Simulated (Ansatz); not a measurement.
A run for Ansatz (a quantum-chemistry and plane-wave program): U-PBE/def2-TZVPP on MnF, 2S+1 = 7, a spin state set in the input, which need not be the lowest, a point of a bond scan (R = 1.837 Å).

Ansatz 0.2 input:
```yaml
crystal:
  periodic: [false, false, false]
  atoms:
    - {symbol: Mn, position_ang: [0.00000000, 0.00000000, 0.00000000]}
    - {symbol: F, position_ang: [0.00000000, 0.00000000, 1.83678100]}
basis:
  gaussian:
    orbitals: def2-TZVPP
    pivot_positions_ang: [[0.00000000, 0.00000000, 0.00000000], [0.00000000, 0.00000000, 1.83678100]]
hamiltonian:
  xc: {name: PBE}
magnetization: {spin_polarized: true, initial_magnetization: 6}
output: {forces: true, orbitals: {seedname: ./end}}
```

Program output:

```
WARN ansatz: RAYON_NUM_THREADS=1 ignored (pool sized by the plan → 1); use --threads N
Functional definition: PBE
integrals: 0.02 GiB planned
613 factors; their error is unknown
mean field: 0.25 GiB planned
mean field evaluation 1: about -34026.2125 eV, gradient 3.7e1 eV
mean field evaluation 2: about -33992.2294 eV, gradient 1.1e2 eV
mean field evaluation 4: about -34029.4024 eV, gradient 1.6e1 eV
mean field evaluation 8: about -34030.1669 eV, gradient 3.5e-2 eV
mean field evaluation 16: about -34030.1617 eV, gradient 7.0e-5 eV
mean field -34030.16169793 eV, -1250.5853759270 hartree, gradient 7.0e-5 eV, S^2 12.002618; 0 other end points of the search recorded, 0 dependent functions left out
the calculation of the forces begins
reference -34030.16174502 eV, -1250.5853776573 hartree; 20, 14 occupied and 75, 81 virtual orbitals, 613 factors
Total energy: -34030.16174502 eV, -1250.5853776573 hartree
Atom 0 at     0.000000     0.000000     0.000000 Å, force    -0.000000    -0.000000     0.132047 eV/Å
Atom 1 at     0.000000     0.000000     1.836781 Å, force     0.000000     0.000000    -0.132047 eV/Å
Dipole moment:    -0.000000    -0.000000    -0.443441 e Å
```

Self-consistency was reached.

Cost: roughly 2.1 core-seconds.
